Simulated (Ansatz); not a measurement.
Geometry optimisation, Ansatz 0.2.0, RKS PBE/def2-SVP.

The input (input.yaml):

```yaml
crystal:
  periodic: [false, false, false]
  atoms:
    - { symbol: B, position_ang: [-0.049711, -0.499079, -0.470617] }
    - { symbol: C, position_ang: [-0.017261, -0.193737, 2.329239] }
    - { symbol: H, position_ang: [-0.978333, -0.002338, 2.848384] }
    - { symbol: H, position_ang: [0.769566, -0.375413, 3.090543] }
    - { symbol: H, position_ang: [0.258733, 0.689634, 1.726879] }
    - { symbol: O, position_ang: [1.156541, 0.090145, -0.695958] }
    - { symbol: H, position_ang: [1.877994, -0.567719, -0.734745] }
    - { symbol: H, position_ang: [-1.03496, 0.214048, -0.456265] }
    - { symbol: O, position_ang: [-0.116486, -1.888161, -0.381596] }
    - { symbol: H, position_ang: [-1.033678, -2.195631, -0.275788] }
    - { symbol: H, position_ang: [-0.111804, -1.090049, 1.686724] }
basis:
  gaussian: { orbitals: def2-SVP }
hamiltonian:
  xc: pbe
relax:
  f_tol: 0.03
  max_steps: 50
```

Run as:

```bash
$ ansatz run input.yaml --threads 2 --pin off --max-ram 3072MiB --backend cpu --events-out ev --progress --plain --runs-dir out
```

**Question.** Where does it end, and by what steps?

**Answer.** It converged. The force dipped under the threshold on the way, but the program's further checks kept it going. After 24 steps the energy has fallen by 0.191 eV; H8 moved furthest, 1.07 Å.

| step | energy less start (eV) | largest force component (eV/Å) | accepted |
| --- | --- | --- | --- |
| 0 | 0.0000 | 0.582 | yes |
| 1 | -0.1226 | 0.423 | yes |
| 2 | -0.1679 | 0.331 | yes |
| 3 | -0.1735 | 0.222 | yes |
| 4 | -0.1776 | 0.129 | yes |
| 5 | -0.1804 | 0.072 | yes |
| 6 | -0.1825 | 0.046 | yes |
| 7 | -0.1763 | 0.300 | no |
| 8 | -0.1828 | 0.038 | yes |
| 9 | -0.1837 | 0.054 | yes |
| 10 | -0.1840 | 0.060 | yes |
| 11 | -0.1839 | 0.099 | no |
| 12 | -0.1846 | 0.023 | yes |
| 13 | -0.1850 | 0.029 | yes |
| 14 | -0.1850 | 0.119 | no |
| 15 | -0.1854 | 0.027 | yes |
| 16 | -0.1859 | 0.058 | yes |
| 17 | -0.1862 | 0.107 | yes |
| 18 | -0.1872 | 0.080 | yes |
| 19 | -0.1843 | 0.208 | no |
| 20 | -0.1884 | 0.088 | yes |
| 21 | -0.1898 | 0.053 | yes |
| 22 | -0.1900 | 0.083 | yes |
| 23 | -0.1907 | 0.036 | yes |
| 24 | -0.1911 | 0.022 | yes |

```xyz
11
Properties=species:S:1:pos:R:3
B -0.146 -0.574 -0.986
C 0.095 -0.167 2.739
H -0.800 0.346 3.139
H 0.825 -0.323 3.556
H 0.548 0.455 1.944
O 0.993 0.163 -0.839
H 1.701 -0.364 -0.421
H -1.108 -0.031 -1.498
O -0.163 -1.880 -0.562
H -1.026 -2.301 -0.715
H -0.198 -1.143 2.309
```

Whether the end is a true minimum wasn't checked by a vibrational analysis.

The run took 33 s on 2 threads of Arm Neoverse V1, on a shared host, peak memory 0.12 GiB.
